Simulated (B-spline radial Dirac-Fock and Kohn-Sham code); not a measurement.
## Form factor and incoherent scattering function of Cl¹⁰⁺

System: the Cl¹⁰⁺ ion, configuration [He] 2s2 2p3.

Level of theory: Dirac-Fock orbitals of the configuration average with a finite nucleus; a radial atomic solver. f₀ is the Fourier transform of the spherical electron density, S the Waller-Hartree incoherent function, and s = sin θ/λ.

| s (Å⁻¹) | f₀ | S |
| --- | --- | --- |
| 0 | 7.000 | 0.000 |
| 0.05 | 6.984 | 0.022 |
| 0.1 | 6.934 | 0.088 |
| 0.15 | 6.854 | 0.196 |
| 0.2 | 6.743 | 0.343 |
| 0.25 | 6.605 | 0.525 |
| 0.3 | 6.441 | 0.736 |
| 0.35 | 6.256 | 0.972 |
| 0.4 | 6.052 | 1.226 |
| 0.45 | 5.833 | 1.493 |
| 0.5 | 5.603 | 1.768 |
| 0.6 | 5.121 | 2.320 |
| 0.7 | 4.634 | 2.849 |
| 0.8 | 4.161 | 3.331 |
| 0.9 | 3.720 | 3.754 |
| 1 | 3.321 | 4.115 |
| 1.1 | 2.969 | 4.418 |
| 1.2 | 2.665 | 4.668 |
| 1.4 | 2.192 | 5.044 |
| 1.6 | 1.867 | 5.307 |
| 1.8 | 1.648 | 5.506 |
| 2 | 1.497 | 5.669 |
| 2.5 | 1.264 | 6.004 |
| 3 | 1.094 | 6.277 |
| 3.5 | 0.937 | 6.491 |
| 4 | 0.790 | 6.650 |
| 5 | 0.546 | 6.840 |
| 6 | 0.373 | 6.927 |

f₀ starts at the number of electrons, 7, and has fallen to half at s ≈ 0.96 Å⁻¹. The sum of ⟨r²⟩ over the electrons is 0.8957 bohr².

Values without a named source are computed, but for edge energies of neutral atoms, which are taken from tables.
